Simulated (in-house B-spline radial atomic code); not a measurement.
Results of a calculation; reference values are marked as such.
# Building a PAW s channel for Te, r_c = 1.72 bohr

Te, [Kr] 4d10 5s2 5p4, non-relativistic PBE, spherical and spin-unpolarised, from an all-electron radial atomic-structure program (B-spline basis) (atomic units; all potentials screened as in the neutral atom).

Two all-electron partial waves φ1, φ2 are integrated outwards at E1 = ε(5s) = -0.512919 and E2 = E1 + 1.5 hartree; φ1 is the bound orbital and φ2 has unit norm inside r_c = 1.7198 bohr. Smooth partners are polynomials, r^1(a0 + a1 r² + a2 r⁴ + a3 r⁶), matched to φ and three derivatives at r_c, with no condition on the norm. The local potential is -12.3978 + (10.2361) r² + (-3.51124) r⁴ + (0.443696) r⁶ inside 1.408 bohr and the all-electron one outside.

```tsv
wave	φ(r_c)	φ'(r_c)	a0	a1	a2	a3
1	0.7679271	0.1984975	-0.0797481	0.5392793	-0.1700064	0.01617304
2	0.9741892	-1.773688	0.4740971	0.8298496	-0.3957205	0.04250063
```

Inside r_c the overlaps are <φi φj> = [[0.27988, 0.51848], [0.51848, 1.00000]] and, for the smooth waves, [[0.26637, 0.53397], [0.53397, 1.19490]]. With χj = (Ej − T − V_local) applied to smooth wave j, the program's quadrature gives the matrix B_ij = <smooth i, χj> as [[0.38899, 1.18965], [1.16640, 3.86596]].

(1) Check the match of the first wave, and find the augmentation charges q_ij.

(2) B isn't symmetric. Show that D_ij = B_ij + Ej q_ij is.

Solving (T + V_local + Σ p D p) ψ = E (1 + Σ p q p) ψ in a sphere of 9 bohr gives these levels:

```json
{"all-electron": "-0.512916", "one projector": "-3.971800", "two projectors": "-10.894800"}
{"all-electron": "0.024871", "one projector": "-0.512916", "two projectors": "-0.512916"}
{"all-electron": "0.332819", "one projector": "0.024407", "two projectors": "0.024865"}
{"all-electron": "0.811121", "one projector": "0.330612", "two projectors": "0.332807"}
{"all-electron": "1.446070", "one projector": "0.802935", "two projectors": "0.811118"}
```

(3) What does the second projector gain?

## Answers

(1) At r_c the four terms are -0.13715, 2.74314, -2.55773, 0.71968, which sum to 0.7679, φ1(r_c) to rounding. q_ij is the all-electron overlap less the smooth one: [[0.01351, -0.01550], [-0.01550, -0.19490]]. The smooth first wave has a norm of 0.2664 inside r_c against 0.2799, and q11 > 0 puts back the missing charge.

(2) Integrating by parts gives B12 − B21 = (E1 − E2) q12: 1.18965 − (1.16640) = 0.02325, and −1.5 × (-0.01550) = 0.02324. So D12 = 1.18965 + (0.987081)(-0.01550) = 1.17435 and D21 = 1.16640 + (-0.512919)(-0.01550) = 1.17435; D11 = 0.38206, D22 = 3.67358. The projectors, p = (B⁻¹)ᵀ χ, are dual to the smooth waves; det B = 0.12.

(3) With one projector a ghost lies below the reference level, so the set fails. With two a ghost lies below the reference level, so the set fails. The lowest eigenvalue of the overlap operator is 1 with one and 0.1034 with two projectors. The smooth orbital alone needs a cutoff of 10.4 hartree for 1 millihartree of kinetic energy, against 14.2 for a norm-conserving Troullier-Martins orbital of the same radius, which is no gain while the set fails. The first smooth wave changes sign inside r_c, since a0 and φ(r_c) differ in sign; such a node invites a ghost below the level.
